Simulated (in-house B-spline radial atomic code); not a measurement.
RPA and G0W0 on r2SCAN: Sr III (Sr2+)

Configuration [Ar] 3d10 4s2 4p6, mean-field start r2SCAN. Computed with a B-spline radial code for spherical atoms: all electrons, scalar-relativistic (spin-free one-electron X2C), finite nucleus, each spin shell either full or empty, empty states to l = 9 with an (l + 1/2)⁻⁴ tail; G0W0 by contour deformation at full frequency.

Command:
```bash
python run_gw.py task.json out
```
Settings (radii: box in bohr, nucleus in fm):
```
Z                        38
electrons                36
configuration            [Ar] 3d10 4s2 4p6
hamiltonian              x2c
method                   r2scan
lmax                     9
rms_radius               4.224
spin_polarised           False
box_radius               17.55
intervals                69
```

Run time, properties included: 1.2 s on 1 thread of Intel(R) Xeon(R) 6975P-C, with other jobs on the host.

Energies (hartree):

```
                                     term        value
                         mean-field total  -3178.66570
Hartree-Fock functional on these orbitals  -3176.78265
                      direct second order      -3.0247
                    second-order exchange      0.86714
                         SOSEX correction       0.8036
```

What is the RPA correlation energy, and what remains with SOSEX?

RPA gives -2.6531 hartree (-2.01 eV per electron); RPA + SOSEX gives -1.8495, and the second-order doubles -2.1576 hartree (no singles). RPA lacks exchange-type terms and so overcorrelates at short range.

Quasi-particle levels (eV):

```csv
level,occupied,mean field,Σx - vxc,Σc,QP weight,G0W0
4p,yes,-37.11,-5.79,?,?,?
4d,no,-12.328,4.99,-1.62,0.964,-8.960
```

G0W0 = mean field + (Σx - vxc) + Σc, with Σc (partial-wave tail included) taken at the quasi-particle energy. Only the outer levels were computed. Levels of low weight are left out.

Where does G0W0 put 4p?

At -43.28 eV, with Σc = -0.38 eV and a quasi-particle weight of 0.936. The tabulated removal energy is 42.884 eV (NIST, measured); the calculation leaves out spin-orbit coupling, Breit and QED terms, and what these don't explain is the method's own error.
